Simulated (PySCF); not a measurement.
**Nuclear quadrupole coupling in `OC[C@@H]1C[SiH2]N[SiH2]1`**

Compound: C3H11NOSi2.
SMILES with atom numbers: `[OH:1][CH2:2][C@@H:3]1[CH2:4][SiH2:5][NH:6][SiH2:7]1` (hydrogens: H8 on O1; H9, H10 on C2; H11 on C3; H12, H13 on C4; H14, H15 on Si5; H16 on N6; H17, H18 on Si7)

Geometry (PBE0-D3(BJ)/def2-SVP, Å), atoms numbered from 1 in this order:
```xyz
18
C3H11NOSi2 angstrom
O      2.4949   -1.2347   -0.0594
C      1.9517    0.0040    0.3265
C      0.5886    0.1201   -0.3254
C     -0.2221    1.3492    0.1180
Si    -2.0418    1.0356   -0.2978
N     -2.0481   -0.7021   -0.1834
Si    -0.4669   -1.4368   -0.0261
H      3.3091   -1.3885    0.4283
H      2.6042    0.8491    0.0243
H      1.8293    0.0690    1.4277
H      0.7393    0.1585   -1.4200
H      0.1631    2.2843   -0.3218
H     -0.1562    1.4667    1.2150
H     -2.9763    1.6908    0.6732
H     -2.4106    1.5460   -1.6601
H     -2.9014   -1.2480   -0.2180
H     -0.2278   -2.0126    1.3387
H     -0.2606   -2.5268   -1.0262
```

Field gradients from the PBE0/pcSseg-1 density (PySCF, non-relativistic), principal values in atomic units, ordered |Vxx| ≤ |Vyy| ≤ |Vzz|:

| atom | Vxx | Vyy | Vzz |
| --- | --- | --- | --- |
| O1 | 0.1443 | 1.8440 | -1.9883 |
| N6 | 0.2326 | 0.5343 | -0.7669 |

Find the asymmetry η = (Vxx − Vyy)/Vzz and the couplings χ = eQV/h (234.96 MHz × Q in barn × V in au), with Q(17O) = −0.0256 b, Q(14N) = 0.02044 b.

| atom | environment | nucleus | η | χzz (MHz) | χxx (MHz) | χyy (MHz) |
| --- | --- | --- | --- | --- | --- | --- |
| O1 | alcohol oxygen | 17O | 0.85 | 11.96 | -0.87 | -11.09 |
| N6 | nitrogen bridging silicon atoms | 14N | 0.39 | -3.683 | 1.117 | 2.566 |

What is Vzz at O1 in SI units (1 au = 9.71736 × 10²¹ V/m²)?

-1.9883 au = -19.321 × 10²¹ V/m².

What couplings would deuterons (Q(2H) = 0.00286 b) have in place of the hydrogens, at this geometry?

```
atom  bonded to  bond length (Å)  Vzz (au)     η  χzz (kHz)
  H8         O1            0.961    0.4756  0.14        320
  H9         C2            1.110    0.2686  0.06        180
 H10         C2            1.110    0.2658  0.07        179
 H11         C3            1.106    0.2828  0.04        190
 H12         C4            1.103    0.2940  0.03        198
 H13         C4            1.105    0.2871  0.04        193
 H14        Si5            1.498    0.1362  0.03         92
 H15        Si5            1.501    0.1348  0.02         91
 H16         N6            1.014    0.4196  0.14        282
 H17        Si7            1.500    0.1363  0.02         92
 H18        Si7            1.494    0.1401  0.01         94
```

Geometry: PBE0-D3(BJ)/def2-SVP, one conformer, isolated molecule. These gradients aren't converged with respect to the basis.

The run behind these numbers computed NMR shieldings as well. The run took 45 s of wall time (with the writing of density and orbital grids) on one thread of an Arm Neoverse V1, shared host with 32 logical CPUs at a one-minute load of 28, and the process peaked at 0.95 GiB of memory.
